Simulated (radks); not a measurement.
Values are calculated unless marked as measured or tabulated.
Species: N-. Configuration: [He] 2s2 2p4.

Level of theory: scalar-relativistic Kohn-Sham, PBE, spin-polarised, spherical densities, finite nucleus; open shells are filled with parallel spins first; Fermi nuclear charge, rms radius 2.5582 fm; Watson sphere of charge +1 and radius 2.28 bohr (a radial shooting solver on a logarithmic mesh with Libxc functionals).

Energy parts (eV; the electron-nucleus part includes the sphere):
total: -1577.008
kinetic: 1489.968
electron-nucleus: -3684.874
Hartree: 808.002
exchange-correlation: -190.104

Orbitals (lengths in bohr, moments of r in powers of bohr):
orbital  occ.  eigenvalue (eV)    <r^4>
1s up       1        -381.4808  0.01353
1s down     1        -380.6032  0.01338
2s up       1         -18.5043    10.30
2s down     1         -15.9375    12.09
2p up       3          -7.1951    28.71
2p down     1          -4.9353    48.23

The highest occupied level is 2p down at -4.935 eV. The spin density at the nucleus is 0.0190 e/bohr^3 (1s -0.2646, 2s 0.2836). Summed over all electrons, <r^2> = 19.04 bohr^2, which gives a Langevin (diamagnetic) susceptibility term of -15.1 x 10^-6 cm^3/mol. The density falls to 0.001 e/bohr^3 at r = 3.80 bohr. The electron density at the nucleus is 210.8 e/bohr^3 (large components only).
